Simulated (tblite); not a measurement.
Question: Write a Z-matrix for `C=C[SiH2][SiH2][PH2+]` [radical] as optimised with GFN2-xTB. (Charge +1 and doublet state.)

Answer: 
Z-matrix in Å and degrees, rows numbered from 1:
```
C 
C   1  1.3314
Si  2  1.8682  1  124.43
Si  3  2.6170  2   98.66  1  -107.08
P   4  2.2287  3   97.27  2   -59.80
H   1  1.0779  2  122.42  3     1.82
H   1  1.0787  2  121.86  3  -177.29
H   2  1.0857  1  118.59  3   177.72
H   3  1.4566  2  117.12  1     1.82
H   3  1.4573  2  115.84  1   144.91
H   4  1.4603  3  100.54  2  -175.49
H   4  1.4655  3  103.82  2    71.78
H   5  1.3940  4   94.77  3  -179.94
H   5  1.3957  4   95.85  3    86.25
```

Si3 (silicon bonded to C, Si and 2 H) is distorted tetrahedral (angles from 98.7° to 117.1°). P5 (phosphorus bonded to Si and 2 H) is pyramidal (angles 95.8°, 94.8° and 93.3°, sum 283.9°, 0.83 Å off the plane of its three neighbours). Si4 (silicon bonded to P, Si and 2 H) has angles from 97.3° to 127.5°. C2 (carbon bonded to C, Si and H) is planar (angles 124.4°, 118.6° and 116.9°, sum 360.0°, 0.02 Å off the plane of its three neighbours).

The geometry is computed with GFN2-xTB (gas phase). This method treats the open shell by occupation alone, without spin polarisation.

Point group: C1 (no symmetry element, even within 0.4 Å). Its lowest GFN2-xTB frequency is 4 cm⁻¹, too small to tell a flat minimum from a shallow saddle. Torsions: C1–C2–Si3–Si4 -107°, C2–Si3–Si4–P5 -60°, Si3–Si4–P5–H 180° and 86°. 3 starts were optimised and ended at 0.00, 0.05 and 0.22 kcal/mol (GFN2-xTB); the lowest of these is shown.

One conformer stands for the species.
